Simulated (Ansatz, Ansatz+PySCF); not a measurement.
```xyz
3

Mn    0.0000    0.0000    0.0000
Cl    0.0000    0.0000    2.2714
Cl    0.0000    0.0000   -2.2714
```

Basis set: def2-SVP (spherical functions). Frozen core: 15 orbitals. Correlation on ROHF uses semicanonical orbitals with singles. Charge 0, multiplicity 6.

Computed with Ansatz (development build ahead of 0.2.0); each method stands on the lowest determinant of its kind that the runs found. Restricted functionals stand beside restricted open-shell atoms, which can lie above the unrestricted atoms usual in DFT and then raise those values.

The atomization energy at this shape (free ground-state atoms in the same class of orbitals less the molecule, no zero-point energy) of sextet MnCl₂:

```json
{"method": "ωB97X (unrestricted)", "atomization energy": "7.92 eV"}
{"method": "ωB97X (restricted open-shell)", "atomization energy": "7.97 eV"}
{"method": "r²SCAN (unrestricted)", "atomization energy": "8.56 eV"}
{"method": "r²SCAN (restricted open-shell)", "atomization energy": "8.65 eV"}
{"method": "PBE0 (unrestricted)", "atomization energy": "8.10 eV"}
{"method": "PBE0 (restricted open-shell)", "atomization energy": "8.14 eV"}
{"method": "PBE (unrestricted)", "atomization energy": "8.49 eV"}
{"method": "PBE (restricted open-shell)", "atomization energy": "8.52 eV"}
{"method": "ROHF-MP2", "atomization energy": "7.33 eV"}
{"method": "UHF", "atomization energy": "6.12 eV"}
{"method": "ROHF", "atomization energy": "6.30 eV"}
```

Task: What does UHF-MP2 give?

Result: 7.39 eV. Caution: other spin multiplicities were not run.
